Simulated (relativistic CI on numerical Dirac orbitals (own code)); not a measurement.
Radial Dirac CI calculation of Rb²⁰⁺.

Command:

```sh
python run_levels.py task.json out
```

Input:

```
atom Rb  Z=37  charge=20  electrons=17
nucleus A=85  rms_radius_fm=4.2036
hamiltonian dirac-coulomb  breit=off  qed=on  c_scale=1
orbitals kli  potential=per-configuration
slater_scale 1
correlation none
mixing on
grid step=0.0125 r_max=5.3
scf mixing=0.4 start=green max_iterations=150 tolerance=2e-08 node_fill=0.05
configurations
  [Ne] 3s2 3p5
end
```

Output:

```
SCF 1: [Ne] 3s2 3p5
 iter      energy (Ha)   residual   last orbital (Ha)
    1     -2721.746534   3.65e+00    -47.64856
    2     -2739.717968   2.05e+00    -40.81886
    3     -2747.919188   6.13e-02    -33.38778
    4     -2747.921748   3.35e-02    -33.50122
    5     -2747.924660   1.40e-04    -33.35309
    6     -2747.924665   8.64e-05    -33.35409
    7     -2747.924668   6.71e-06    -33.35382
    8     -2747.924668   1.09e-07    -33.35380
    9     -2747.924668   3.83e-08    -33.35380
   10     -2747.924668   9.18e-11    -33.35380
orbital energies (Ha): 1s -582.8264  2s -104.2819  2p1/2 -97.6418  2p3/2 -95.3771  3s -36.1599  3p1/2 -33.8296  3p3/2 -33.3538
configuration averages (Ha): Dirac-Coulomb, Breit, QED
  3p5                          -2747.924668    0.000000    1.055902
levels: no., configuration, term, J, E (cm-1), weight
   1 3p5                    2P*  3/2              0.0  1.00
   2 3p5                    2P*  1/2         103141.2  1.00
lowest total energy -2747.025416 Ha
end: converged
```

Against the reference input this run has: Breit term off. The reference run ends at -2745.509387 Ha with Breit and QED terms.

Run time about 0.066 s of CPU on one thread of Neoverse-N1 (shared host).
